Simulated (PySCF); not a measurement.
## Solvent effects on NMR parameters

Molfile (atoms numbered from 1):
```
C6H9N3
     RDKit          3D

 18 19  0  0  0  0  0  0  0  0999 V2000
   -2.1078   -1.4012   -0.3328 C   0  0  0  0  0  0  0  0  0  0  0  0
   -1.5526   -0.0740    0.0457 C   0  0  0  0  0  0  0  0  0  0  0  0
   -2.3245    0.9533    0.3943 N   0  0  0  0  0  0  0  0  0  0  0  0
   -1.4703    1.9151    0.6521 N   0  0  0  0  0  0  0  0  0  0  0  0
   -0.1963    1.6270    0.5077 N   0  0  0  0  0  0  0  0  0  0  0  0
   -0.2030    0.3544    0.1180 C   0  0  0  0  0  0  0  0  0  0  0  0
    1.0274   -0.4034   -0.1692 C   0  0  0  0  0  0  0  0  0  0  0  0
    2.2756   -0.1393    0.6336 C   0  0  0  0  0  0  0  0  0  0  0  0
    2.2095    0.2945   -0.7923 C   0  0  0  0  0  0  0  0  0  0  0  0
   -1.7930   -2.1865    0.3725 H   0  0  0  0  0  0  0  0  0  0  0  0
   -3.2047   -1.3586   -0.3313 H   0  0  0  0  0  0  0  0  0  0  0  0
   -1.7744   -1.7066   -1.3368 H   0  0  0  0  0  0  0  0  0  0  0  0
   -1.7769    2.8338    0.9456 H   0  0  0  0  0  0  0  0  0  0  0  0
    0.8474   -1.4371   -0.4756 H   0  0  0  0  0  0  0  0  0  0  0  0
    2.1968    0.6337    1.4025 H   0  0  0  0  0  0  0  0  0  0  0  0
    2.9056   -0.9931    0.8962 H   0  0  0  0  0  0  0  0  0  0  0  0
    2.0876    1.3619   -0.9931 H   0  0  0  0  0  0  0  0  0  0  0  0
    2.7922   -0.2546   -1.5365 H   0  0  0  0  0  0  0  0  0  0  0  0
  1  2  1  0
  2  3  2  0
  3  4  1  0
  4  5  1  0
  5  6  2  0
  6  7  1  0
  7  8  1  0
  8  9  1  0
  6  2  1  0
  9  7  1  0
  1 10  1  0
  1 11  1  0
  1 12  1  0
  4 13  1  0
  7 14  1  0
  8 15  1  0
  8 16  1  0
  9 17  1  0
  9 18  1  0
M  END
```

GIAO PBE0/pcSseg-1 in PySCF 2.14 on one PBE0-D3(BJ)/def2-SVP conformer, non-relativistic, equivalent nuclei averaged. Solvents enter as an IEF-PCM continuum (chloroform with ε = 4.7) around the gas-phase geometry. Shifts are referred to TMS computed in the same medium.

Gas phase, δ in ppm: C6 152.3, C2 143.9, C8/C9 12.9, C1 11.5, C7 7.6, H13 9.89, H10/H11/H12 2.40, H14 1.52, H16/H18 0.98, H15/H17 0.97. Dipole moment 0.71 D.

(1) How does each δ change in the continuum?

(2) Which of the listed nuclei move most (in ppm), and what does the model miss? (N and O are left out, as their reference compounds move with the solvent too.)

Answers

(1) 
```csv
atoms,environment,"Δδ, chloroform"
C6,substituted aromatic carbon next to a ring nitrogen,+1.4
C2,substituted aromatic carbon next to a ring nitrogen,+1.9
C8/C9,three-membered-ring carbon,+0.5
C1,methyl carbon on an aromatic ring,+0.4
C7,three-membered-ring carbon,+0.2
H13,hydrogen on a pyrrole-type ring nitrogen,+0.41
H10/H11/H12,hydrogen on a methyl carbon on an aromatic ring,+0.07
H14,hydrogen on a three-membered-ring carbon,+0.22
H16/H18,hydrogen on a three-membered-ring carbon,+0.14
H15/H17,hydrogen on a three-membered-ring carbon,-0.09
```

Changes are relative to the gas phase. The dipole moment becomes 0.98 D in chloroform.

(2) C2 (substituted aromatic carbon next to a ring nitrogen, +1.9 ppm) in chloroform. A continuum only polarises the solute; specific hydrogen bonds, the anisotropy of aromatic solvents and changes of geometry or conformer are outside it.
